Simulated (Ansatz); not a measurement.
The inner images of a band of BH$_{9}$SSi$_{3}$ (14 atoms, charge 0, multiplicity 1) are given out of order.

Level of theory: RKS BLYP/def2-SVP in Ansatz.

Image 0:

```xyz
14
Properties=species:S:1:pos:R:3
B -0.613 2.293 1.224
S -1.219 0.875 2.140
Si -1.689 -0.594 0.543
Si 0.277 -1.670 -0.239
Si 1.819 -0.210 -1.295
H -0.544 2.297 0.016
H -0.283 3.248 1.888
H -2.610 -1.591 1.185
H -2.423 0.101 -0.566
H -0.136 -2.741 -1.215
H 0.936 -2.344 0.933
H 1.171 0.465 -2.469
H 2.298 0.838 -0.333
H 3.004 -0.996 -1.781
```

Image 6:

```xyz
14
Properties=species:S:1:pos:R:3
B -0.609 2.293 1.195
S -1.208 0.885 2.133
Si -1.688 -0.600 0.555
Si 0.273 -1.674 -0.243
Si 1.819 -0.202 -1.276
H -0.275 3.256 1.844
H -0.549 2.283 -0.014
H -2.599 -1.595 1.214
H -2.436 0.082 -0.553
H -0.147 -2.728 -1.234
H 0.931 -2.368 0.918
H 1.168 0.509 -2.428
H 2.316 0.816 -0.292
H 2.992 -0.986 -1.791
```

Problem. Put them in order from the first end to the last, with their energies above the first end.
A.
```xyz
14
Properties=species:S:1:pos:R:3
B -0.726 2.365 1.221
S -1.278 0.956 2.203
Si -1.581 -0.573 0.636
Si 0.294 -1.696 -0.285
Si 1.887 -0.273 -1.307
H -0.028 2.262 0.240
H -1.096 3.448 1.600
H -2.497 -1.552 1.310
H -2.351 0.104 -0.460
H -0.271 -2.635 -1.321
H 0.940 -2.528 0.787
H 1.237 0.513 -2.410
H 2.459 0.677 -0.298
H 2.999 -1.097 -1.889
```
B.
```xyz
14
Properties=species:S:1:pos:R:3
B -0.795 2.425 1.134
S -0.681 0.846 1.983
Si -1.601 -0.593 0.566
Si 0.262 -1.777 -0.316
Si 1.892 -0.290 -1.199
H -0.098 3.304 1.582
H -1.518 2.600 0.180
H -2.542 -1.490 1.320
H -2.362 0.160 -0.485
H -0.182 -2.750 -1.374
H 0.869 -2.560 0.817
H 1.310 0.498 -2.337
H 2.357 0.663 -0.139
H 3.076 -1.067 -1.704
```
C.
```xyz
14
Properties=species:S:1:pos:R:3
B -0.811 2.440 1.210
S -0.972 0.898 2.114
Si -1.590 -0.571 0.569
Si 0.296 -1.741 -0.280
Si 1.909 -0.319 -1.277
H -0.469 3.399 1.862
H -1.036 2.523 0.024
H -2.525 -1.522 1.260
H -2.331 0.144 -0.521
H -0.196 -2.736 -1.298
H 0.926 -2.509 0.849
H 1.271 0.521 -2.344
H 2.513 0.585 -0.242
H 3.001 -1.142 -1.897
```
D.
```xyz
14
Properties=species:S:1:pos:R:3
B -0.781 2.358 1.126
S -0.737 0.799 2.057
Si -1.645 -0.581 0.594
Si 0.260 -1.716 -0.280
Si 1.897 -0.261 -1.209
H 0.245 2.990 1.102
H -1.774 2.758 0.567
H -2.595 -1.523 1.274
H -2.366 0.197 -0.467
H -0.178 -2.703 -1.329
H 0.885 -2.491 0.849
H 1.320 0.503 -2.366
H 2.395 0.714 -0.184
H 3.061 -1.072 -1.706
```
E.
```xyz
14
Properties=species:S:1:pos:R:3
B -0.764 2.321 1.154
S -0.964 0.832 2.238
Si -1.587 -0.537 0.636
Si 0.271 -1.696 -0.285
Si 1.893 -0.268 -1.263
H 0.312 2.565 0.652
H -1.706 3.063 0.980
H -2.542 -1.489 1.296
H -2.331 0.223 -0.428
H -0.236 -2.661 -1.327
H 0.905 -2.501 0.816
H 1.279 0.505 -2.395
H 2.423 0.697 -0.245
H 3.034 -1.084 -1.800
```

Solution. A (+0.21 eV), E (+0.68 eV), D (+0.36 eV), B (+0.06 eV), C (+0.01 eV).

Time of the run: 2.7 min on 2 threads of Intel(R) Xeon(R) 6975P-C (Granite Rapids), with other jobs on the host, peak memory 0.2 GiB.
